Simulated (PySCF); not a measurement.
C8H8Se, SMILES c1c(C=C)c(ccc1)[SeH] at its GFN2-xTB optimised geometry (Å):

```
17

C     -0.6251    -2.4778    -0.3265
C     -1.0594    -1.2713     0.0119
C     -0.2863    -0.0362     0.0000
C      1.1086    -0.0362     0.0000
C      1.8284     1.1420    -0.0120
C      1.1645     2.3582    -0.0228
C     -0.2169     2.3875    -0.0173
C     -0.9399     1.2035     0.0000
Se    -2.8594     1.2724    -0.0032
H     -1.2727    -3.3366    -0.2910
H      0.3821    -2.6578    -0.6625
H     -2.0977    -1.1537     0.3174
H      1.6314    -0.9800     0.0241
H      2.9077     1.1145    -0.0093
H      1.7198     3.2842    -0.0312
H     -0.7367     3.3366    -0.0228
H     -2.9077     2.7180     0.0099
```

Calculation: PySCF 2.14.0 with PBE/def2-SVP. Cells within 0.4 Å of a nucleus heavier than hydrogen are left out (blank, or x).

Map of the electron localisation function on the plane z = 0.0 Å:

```
|0000000000000000000000000|
|0000000000000000000000000|
|0000000003860003750000000|
|0000131009993019997000000|
|0001899109996049999000000|
|0003999708997269996000000|
|0002999903852835970000000|
|00016997116xx9xx510000000|
|0013411255895658857994000|
|00264xx184x53046x79998000|
|003863x175x73046x79998000|
|0037864434885748858995000|
|00247741015xx9xx510110000|
|0001100354854838950000000|
|0000007994x84279993000000|
|000002999xx51049997000000|
|0000026756884102883000000|
|0000000004426830000000000|
|0000000058628981000000000|
|0000000699965873000000000|
|0000001999961220000000000|
|0000000799930000000000000|
|0000000057400000000000000|
|0000000000000000000000000|
|0000000000000000000000000|
```
Scale: ten equal steps from 0.000 (start of '0') to 0.999 (end of '9'), in the order '0123456789'; x runs from -5.50 to 5.50, y from -5.50 (bottom) to 5.50 (top).
